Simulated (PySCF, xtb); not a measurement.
FGeH6NSi, SMILES F[SiH2][NH][GeH3].

GFN2-xTB (xtb 6.7.1) at its own geometry gives an orbital gap of 5.65 eV and a dipole moment of 1.67 D.

Geometry optimised at B3LYP-D3(BJ)/def2-SVP. The structure was generated by enumeration, and PubChem lists no compound with its InChIKey, so it may never have been made. One conformer was computed; it need not be the lowest.

Task: What does HF/def2-TZVP run with PySCF give? (Estimate from the structure and the level; the computed values follow.)

Result: gap 14.21 eV (levels -11.21 and 2.99 eV), dipole 2.15 D.
